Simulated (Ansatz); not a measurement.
One change: `CC[O][Hf]([F])([O]CC)[O]CC` becomes `CC[O][Zr]([F])([O]CC)[O]CC`.

Ansatz, PBE0-D4/def2-TZVP geometries, multiplicity 1. Each molecule was computed in one conformer, which needn't be the lowest.

Elements past krypton have def2 core potentials.

```
                                          property  `CC[O][Hf]([F])([O]CC)[O]CC`
             HOMO energy (ωB97M-V/def2-TZVPP) / eV                        -10.13
size of the dipole moment (ωB97M-V/def2-TZVPP) / D                          3.08
                HOMO energy (PBE0/def2-TZVPP) / eV                         -7.78
  size of the dipole moment (B3LYP/def2-TZVPP) / D                          3.12
                 HOMO energy (PBE/def2-TZVPP) / eV                         -6.27
                LUMO energy (PBE0/def2-TZVPP) / eV                          0.15
```

Give the same properties after the change, and the shifts. (An estimate is asked.)

The calculation gave: 
```json
{"property": "HOMO energy (ωB97M-V/def2-TZVPP) / eV", "`CC[O][Zr]([F])([O]CC)[O]CC`": "-10.11", "shift": "0.02"}
{"property": "size of the dipole moment (ωB97M-V/def2-TZVPP) / D", "`CC[O][Zr]([F])([O]CC)[O]CC`": "3.43", "shift": "0.35"}
{"property": "HOMO energy (PBE0/def2-TZVPP) / eV", "`CC[O][Zr]([F])([O]CC)[O]CC`": "-7.76", "shift": "0.02"}
{"property": "size of the dipole moment (B3LYP/def2-TZVPP) / D", "`CC[O][Zr]([F])([O]CC)[O]CC`": "3.49", "shift": "0.37"}
{"property": "HOMO energy (PBE/def2-TZVPP) / eV", "`CC[O][Zr]([F])([O]CC)[O]CC`": "-6.26", "shift": "0.01"}
{"property": "LUMO energy (PBE0/def2-TZVPP) / eV", "`CC[O][Zr]([F])([O]CC)[O]CC`": "0.10", "shift": "-0.05"}
```

Dipoles are sizes alone; their direction can turn.

B3LYP here is the variant with VWN-RPA as its local correlation; programs differ in this.
